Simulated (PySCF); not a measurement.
**NaSe and its ions**

UHF-MP2; PySCF, no relativity, basis sets Na def2-SVPD, Se def2-SVPD. Neutral (UHF): doublet (π ↑), Re = 2.665 Å, ωe = 257 cm⁻¹, De = 2.25 eV.

NaSe⁻ (RHF): singlet (closed shell), Re = 2.588 Å, ωe = 271 cm⁻¹. The energies at the minima are -2561.60145 hartree for NaSe and -2561.63960 for NaSe⁻.

Task: Work out the adiabatic electron affinity, without and with harmonic zero-point energies (1 hartree = 27.2114 eV, 1 eV = 8065.5 cm⁻¹), and the change of the bond length.

Result: At MP2: 0.03815 hartree = 1.038 eV between the minima; the zero-point term (257.0 − 271.0)/2 cm⁻¹ = -0.001 eV makes it 1.037 eV. Re changes by -7.7 pm against the neutral. The electron enters a π orbital, and the shorter bond of the ion fits a bonding orbital, or a change in how ionic the bond is.

Correlated steps freeze 10 core orbitals. Correlated levels converge slowly with the basis: in double zeta they bind strong bonds too weakly, by up to about 1 eV, and carry superposition errors of some tenths. States were picked by a PBE0 search and need not be the measured ground states.

Neutral and ion stand on different kinds of reference determinant, which adds to the error of the difference.
